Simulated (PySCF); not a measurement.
PySCF input file for NbO₂Br, SMILES [O]=[Nb](=[O])[Br], multiplicity 1, PBE-D3(BJ)/def2-SVP. Geometry optimised at PBE-D3(BJ)/def2-SVP. The spin state was assumed, not searched. The def2 effective core potentials stand for the cores of Nb; spin–orbit coupling is left out.

```python
import numpy as np
from pyscf import gto, scf, dft, df
from pyscf.hessian import thermo

mol = gto.M(
    atom='''
    Nb    0.80946798    0.24368288   -0.00000000
    O     1.55448912   -0.47966027    1.37252373
    O     1.55448912   -0.47966028   -1.37252372
    Br   -1.65885752   -0.06618382    0.00000000
    ''',
    basis='def2-SVP',
    ecp={'Nb': 'def2-svp'},
    charge=0,
    spin=0,
    max_memory=1600,
    verbose=3,
)
mf = dft.RKS(mol, xc='pbe').density_fit(auxbasis='def2-universal-jkfit')
mf.disp = 'd3bj'
mf.grids.level = 3
mf.conv_tol = 1e-11
mf.max_cycle = 100
mf.kernel()

# [left out here: the lines that compute and print the analytic Hessian (its translational invariance restored by hand, since the grid's response is missing), thermochemistry and intensities]
```

Output:

```
converged SCF energy = -2780.80082597726

WARN: DFTD3 does not support analytical Hessian, using finite difference


WARN: Mole.unit (angstrom) is changed to Bohr

Mode                                 0                   1                   2
Irrep
Freq [cm^-1]                      130.3978            147.8637            266.2597
Reduced mass [au]                  22.3787             19.8853             42.0825
Force const [Dyne/A]                0.2242              0.2562              1.7578
Char temp [K]                     187.6135            212.7429            383.0884
Normal mode                   x     y     z       x     y     z       x     y     z
       0  Nb                 0.01  0.05  0.00    0.00  0.00 -0.04    0.05  0.03 -0.00
       1   O                -0.11 -0.09 -0.01   -0.15 -0.03  0.02    0.04 -0.06 -0.05
       2   O                -0.11 -0.09  0.01    0.15  0.03  0.02    0.04 -0.06  0.05
       3  Br                 0.04 -0.02 -0.00    0.00 -0.00  0.04   -0.07 -0.01  0.00
Mode                                 3                   4                   5
Irrep
Freq [cm^-1]                      359.3840            949.7188            983.9703
Reduced mass [au]                  21.6106             18.8943             17.8079
Force const [Dyne/A]                1.6445             10.0409             10.1584
Char temp [K]                     517.0736           1366.4338           1415.7142
Normal mode                   x     y     z       x     y     z       x     y     z
       0  Nb                 0.05 -0.01  0.00   -0.00  0.00  0.04    0.03 -0.03  0.00
       1   O                -0.08  0.05  0.11   -0.07  0.07 -0.13   -0.08  0.07 -0.13
       2   O                -0.08  0.05 -0.11    0.07 -0.07 -0.13   -0.08  0.07  0.13
       3  Br                -0.03 -0.01 -0.00    0.00 -0.00 -0.00    0.00  0.00  0.00
temperature 298.1500 [K]
pressure 101325.00 [Pa]
Rotational constants [GHz] 6.88004 1.36219 1.20874
Symmetry number 1
Zero-point energy (ZPE) 0.00646 [Eh]   16972.583 [J/mol]
                           tot       elec      trans        rot        vib
Entropy [J/mol/K]       327.171      0.000    175.121    116.071     35.979
Cv [J/mol/K]             58.204      0.000     12.472     12.472     33.261
Cp [J/mol/K]             66.519      0.000     20.786     12.472     33.261
Internal energy [J/mol]                      3718.434   3718.434  22811.946
Internal energy [Eh]   -2780.78930  -2780.80083
Enthalpy [J/mol]                             6197.391   3718.434  22811.946
Enthalpy [Eh]          -2780.78836
Gibbs free energy [J/mol]                  -46014.962 -30888.242  12084.899
Gibbs free energy [Eh] -2780.82551
mode   freq/cm-1   IR/(km/mol)
   1      130.40        27.627
   2      147.86         1.000
   3      266.26        32.671
   4      359.38        14.547
   5      949.72       171.709
   6      983.97       104.584
max |gradient| / (hartree/bohr): 0.00011372759466613487
APT charges: [ 1.8106 -0.6749 -0.6749 -0.4608]
```

The run converged.
